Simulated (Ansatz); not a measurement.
C₂H₈GeO₂, SMILES `C[O][GeH2][O]C`, 13 atoms. Charge 0, multiplicity 1. Correlated methods include outer-core shells of Ge, which these sets cover unevenly. Scalar relativity is left out up to krypton. All runs use 4 threads of an Arm Neoverse N1 on a shared host. Correlated methods freeze the cores.

(1) Give the basis size and wall time and peak host memory of each of these runs in Ansatz. RHF-CCSD(T)/def2-SVP energy; RKS PBE0-D4/def2-SVP energy; RKS PBE0-D4/def2-QZVPP energy; direct RPA on PBE orbitals/def2-TZVPP energy; RHF-CCSD(T)/def2-TZVPP energy; RKS PBE-QIDH (frozen core)/def2-TZVPP energy; RKS B3LYP-D4/def2-TZVPP energy and forces; RKS ωB97M-V/def2-QZVPP energy; RHF-MP2/def2-QZVPP energy; RKS HSE06 (plane-wave form)-D4/def2-TZVPP energy; RKS ωB97M-V/def2-SVP energy; RKS PBE0-D4/def2-TZVP relaxation (5 steps). (Best estimate.)

Answers

(1) Ansatz gave: Other jobs shared the machine, so times are rough.

```tsv
level	job	functions	wall time	peak host memory (GiB)
RKS PBE0-D4/def2-SVP	energy	128	2.6 s	0.57
RKS HSE06 (plane-wave form)-D4/def2-TZVPP	energy	284	8 s	0.89
RKS B3LYP-D4/def2-TZVPP	energy and forces	284	11 s	0.91
RKS ωB97M-V/def2-SVP	energy	128	11 s	0.57
RKS PBE-QIDH (frozen core)/def2-TZVPP	energy	284	14 s	0.85
direct RPA on PBE orbitals/def2-TZVPP	energy	284	14 s	0.76
RKS PBE0-D4/def2-QZVPP	energy	557	25 s	2.4
RHF-CCSD(T)/def2-SVP	energy	128	30 s	0.87
RKS PBE0-D4/def2-TZVP	relaxation (5 steps)	220	43 s	0.66
RKS ωB97M-V/def2-QZVPP	energy	557	52 s	2.9
RHF-MP2/def2-QZVPP	energy	557	71 s	4.3
RHF-CCSD(T)/def2-TZVPP	energy	284	15 min	8.6
```

B3LYP here is the variant with VWN-RPA as its local correlation; programs differ in this.
